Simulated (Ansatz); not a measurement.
Total energies of the cluster K₅H₅ (the lowest singlet isomer of a short search) from Ansatz at r2SCAN-D4/def2-TZVPD, gas phase (1 Eh = 27.2114 eV = 2625.5 kJ/mol). The reference geometry is relaxed at PBE-D4/def2-SVP.

```xyz
10

K    -2.332   -0.417    0.320
K     0.059   -2.722   -1.427
K     0.180    3.105    1.845
K     1.790   -0.621    1.320
K    -0.019    0.950   -2.206
H    -1.107    1.939    0.023
H     1.764   -0.734   -1.359
H    -1.752   -1.012   -2.165
H    -0.460   -2.057    1.050
H     1.879    1.568    2.599
```

```json
{"state": "charge 0 singlet", "geometry": "reference", "energy (Eh)": "-3002.41031"}
{"state": "charge -1 doublet", "geometry": "reference", "energy (Eh)": "-3002.41383"}
{"state": "free K atom (doublet)", "geometry": "–", "energy (Eh)": "-599.87050"}
{"state": "free H atom (doublet)", "geometry": "–", "energy (Eh)": "-0.49993"}
```

**Question.** Work out the vertical electron affinity, to the doublet.

**Answer.** E(charge 0 singlet) − E(charge -1 doublet) = -3002.41031 − (-3002.41383) = 0.00352 Eh = 0.10 eV; so near zero that its sign isn't settled.

**Question.** What is the binding energy per atom against free atoms?

**Answer.** Atoms: 5 × (-599.87050) + 5 × (-0.49993) = -3001.85215 Eh. Binding: -3001.85215 − (-3002.41031) = 0.55816 Eh = 15.19 eV, or 1.52 eV for each of 10 atoms (no zero-point energy, no counterpoise term).

At r2SCAN-D4/def2-TZVPD the highest occupied level of the charge -1 doublet lies above zero (up to 0.76 eV). Energy differences put its binding near zero (0.10 eV; vertical, to the charge 0 singlet, at r2SCAN-D4/def2-TZVPD), which leaves it undecided. At r2SCAN-D4/def2-TZVPD the gap within one spin of the charge -1 doublet nearly closes, so an electron or hole may be smeared out by delocalisation error. 

The structure comes from a short search, and lower isomers may exist.
